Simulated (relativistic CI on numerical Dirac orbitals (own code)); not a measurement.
Forbidden lines of Os VIII

Calculated at this level of theory: Dirac-Coulomb-Breit CI, separate exchange-only KLI orbitals for each configuration, a model potential for QED, unscaled Slater integrals (own radial code, finite nucleus).

Configurations in the expansion (outside the closed core [Kr] 4d10): 4f¹⁴5s²5p⁶5d, 4f¹⁴5s²5p⁶6s, 4f¹⁴5s²5p⁶5f, 4f¹⁴5s²5p⁶6p, 4f¹⁴5s²5p⁵5d², 4f¹⁴5s²5p⁶5g, 4f¹⁴5s²5p⁶6d, 4f¹⁴5s²5p⁶7s, 4f¹⁴5s5p⁶5d², 4f¹⁴5s²5p⁵5d5f, 4f¹⁴5s²5p⁶7p, 4f¹³5s²5p⁶5d², 4f¹⁴5s²5p⁶6f, 4f¹⁴5s²5p⁶7d, 4f¹⁴5s²5p⁵5d6s, 4f¹⁴5s²5p⁶8s, 4f¹⁴5s²5p⁵5d5g, 4f¹⁴5s²5p⁶8p, 4f¹³5s²5p⁶5d6s, 4f¹⁴5s²5p⁵5d6p, 4f¹⁴5s5p⁶5d5f, 4f¹³5s²5p⁶5d6p, 4f¹⁴5p⁶5d³, 4f¹⁴5p⁵5d⁴. Double excitations out of closed p, d and f shells are left out; levels of such configurations are missing from the list, as are those of other unlisted configurations, and high levels can miss mixing partners. These lack a partner that the ground configuration has and come out too high: 4f¹⁴5s²5p⁵5d5f, 4f¹³5s²5p⁶5d², 4f¹⁴5s²5p⁵5d6s, 4f¹⁴5s²5p⁵5d5g, 4f¹³5s²5p⁶5d6s.

| λ vac (Å) | Lower | Upper | Type | A (s⁻¹) | E lower (cm⁻¹) | E upper (cm⁻¹) |
| --- | --- | --- | --- | --- | --- | --- |
| 651.95 | 4f¹⁴5s²5p⁶5d ²D3/2 [1] | 4f¹⁴5s²5p⁶6s ²S1/2 [3] | E2 | 2.00e+04 | 0 | 153385 |
| 711.99 | 4f¹⁴5s²5p⁶5d ²D5/2 [2] | 4f¹⁴5s²5p⁶6s ²S1/2 [3] | E2 | 2.13e+04 | 12933 | 153385 |
| 883.82 | 4f¹⁴5s²5p⁵5d² ⁴F°7/2 [11] | 4f¹³5s²5p⁶5d² ⁴G°11/2 [59] | E2 | 1.12e+01 | 371492 | 484637 |
| 887.55 | 4f¹⁴5s²5p⁵5d² ⁴G°9/2 [13] | 4f¹³5s²5p⁶5d² ⁴F°9/2 [69] | M1 | 2.17e+01 | 376903 | 489572 |
| 893.51 | 4f¹⁴5s²5p⁵5d² ⁴D°7/2 [14] | 4f¹³5s²5p⁶5d² ⁴F°9/2 [69] | M1 | 2.54e+01 | 377654 | 489572 |
| 917.27 | 4f¹⁴5s²5p⁵5d² ⁴G°11/2 [15] | 4f¹³5s²5p⁶5d² ⁴F°9/2 [69] | E2 | 2.32e+01 | 380554 | 489572 |
| 917.27 | 4f¹⁴5s²5p⁵5d² ⁴G°11/2 [15] | 4f¹³5s²5p⁶5d² ⁴F°9/2 [69] | M1 | 5.54e+02 | 380554 | 489572 |
| 922.18 | 4f¹⁴5s²5p⁵5d² ⁴D°5/2 [10] | 4f¹³5s²5p⁶5d² ⁴F°9/2 [45] | E2 | 1.16e+01 | 363930 | 472369 |
| 934.73 | 4f¹⁴5s²5p⁵5d² ⁴D°7/2 [14] | 4f¹³5s²5p⁶5d² ⁴G°11/2 [59] | E2 | 1.37e+01 | 377654 | 484637 |
| 948.46 | 4f¹⁴5s²5p⁵5d² ⁴F°7/2 [11] | 4f¹³5s²5p⁶5d² ⁴H°11/2 [52] | E2 | 2.20e+01 | 371492 | 476926 |
| 950.68 | 4f¹⁴5s²5p⁵5d² ⁴G°11/2 [15] | 4f¹³5s²5p⁶5d² ⁴I°9/2 [63] | M1 | 3.62e+01 | 380554 | 485741 |
| 951.61 | 4f¹⁴5s²5p⁵5d² ⁴G°11/2 [15] | 4f¹³5s²5p⁶5d² ⁴H°13/2 [62] | E2 | 3.80e+01 | 380554 | 485639 |
| 977.98 | 4f¹⁴5s²5p⁵5d² ⁴D°5/2 [10] | 4f¹³5s²5p⁶5d² ⁴H°9/2 [44] | E2 | 2.06e+01 | 363930 | 466182 |
| 991.05 | 4f¹⁴5s²5p⁵5d² ⁴G°11/2 [15] | 4f¹³5s²5p⁶5d² ⁴G°9/2 [56] | M1 | 6.26e+01 | 380554 | 481457 |
| 995.29 | 4f¹⁴5s²5p⁵5d² ⁴G°11/2 [15] | 4f¹³5s²5p⁶5d² ⁴I°15/2 [55] | E2 | 2.85e+01 | 380554 | 481027 |
| 999.77 | 4f¹⁴5s²5p⁵5d² ⁴G°9/2 [13] | 4f¹³5s²5p⁶5d² ⁴H°11/2 [52] | E2 | 2.61e+01 | 376903 | 476926 |
| 1026.9 | 4f¹⁴5s²5p⁵5d² ⁴G°9/2 [13] | 4f¹³5s²5p⁶5d² ⁴I°13/2 [47] | E2 | 2.81e+01 | 376903 | 474283 |
| 1089.1 | 4f¹⁴5s²5p⁵5d² ⁴G°11/2 [15] | 4f¹³5s²5p⁶5d² ⁴F°9/2 [45] | M1 | 1.63e+01 | 380554 | 472369 |
| 1103.6 | 4f¹⁴5s²5p⁵5d² ⁴F°9/2 [23] | 4f¹³5s²5p⁶5d² ⁴F°9/2 [69] | M1 | 1.80e+02 | 398961 | 489572 |
| 1167.8 | 4f¹⁴5s²5p⁵5d² ⁴G°11/2 [15] | 4f¹³5s²5p⁶5d² ⁴H°9/2 [44] | M1 | 2.45e+01 | 380554 | 466182 |
| 1226.2 | 4f¹⁴5s²5p⁵5d² ²H°11/2 [25] | 4f¹³5s²5p⁶5d² ⁴G°9/2 [56] | M1 | 3.43e+01 | 399902 | 481457 |
| 1721.4 | 4f¹⁴5s²5p⁶5f ²F°7/2 [9] | 4f¹⁴5s²5p⁵5d² ²G°9/2 [31] | M1 | 1.95e+01 | 358405 | 416497 |
| 3640.4 | 4f¹⁴5s²5p⁵5d² ⁴F°7/2 [11] | 4f¹⁴5s²5p⁵5d² ⁴F°9/2 [23] | M1 | 4.04e+01 | 371492 | 398961 |
| 4348.0 | 4f¹⁴5s²5p⁵5d² ⁴G°9/2 [13] | 4f¹⁴5s²5p⁵5d² ²H°11/2 [25] | M1 | 1.65e+01 | 376903 | 399902 |
| 4533.4 | 4f¹⁴5s²5p⁵5d² ⁴G°9/2 [13] | 4f¹⁴5s²5p⁵5d² ⁴F°9/2 [23] | M1 | 2.84e+01 | 376903 | 398961 |
| 4693.2 | 4f¹⁴5s²5p⁵5d² ⁴D°7/2 [14] | 4f¹⁴5s²5p⁵5d² ⁴F°9/2 [23] | M1 | 2.09e+01 | 377654 | 398961 |
| 4719.5 | 4f¹³5s²5p⁶5d² ²I°11/2 [43] | 4f¹³5s²5p⁶5d² ⁴I°9/2 [63] | M1 | 9.33e+01 | 464552 | 485741 |
| 5168.4 | 4f¹⁴5s²5p⁵5d² ⁴G°11/2 [15] | 4f¹⁴5s²5p⁵5d² ²H°11/2 [25] | M1 | 1.71e+01 | 380554 | 399902 |
| 6025.9 | 4f¹⁴5s²5p⁵5d² ²H°11/2 [25] | 4f¹⁴5s²5p⁵5d² ²G°9/2 [31] | M1 | 2.57e+01 | 399902 | 416497 |
| 7732.0 | 4f¹⁴5s²5p⁶5d ²D3/2 [1] | 4f¹⁴5s²5p⁶5d ²D5/2 [2] | M1 | 2.33e+01 | 0 | 12933 |

Terms are leading LS components. Brackets give the number of a level in order of energy, since labels repeat. The list gives strong lines, with weight on those to low levels, among the lowest 400 of 873 levels, so that lines to higher ones, which can be the strongest, are missing. Levels whose partners in the same complex of configurations lie outside the list can be far off, and so can their lines. Rates are taken at the computed energies, electric ones in the length gauge.

At this charge configurations can still be misplaced by up to about 7 % of their energy. Levels and lines within the n = 5 or 6 shells can be off by up to 10 % or somewhat more, and those that change n by about 2 %, since core polarisation is missing. Levels that differ in their count of f electrons can be misplaced by several ten thousand cm⁻¹, since the correlation energy of f electrons is missing or only estimated; rates across such gaps can be off by orders of magnitude.

LS names give the leading component of a level, which can be under half, so a name can repeat, a term be missing and a line seem to break the LS rules.
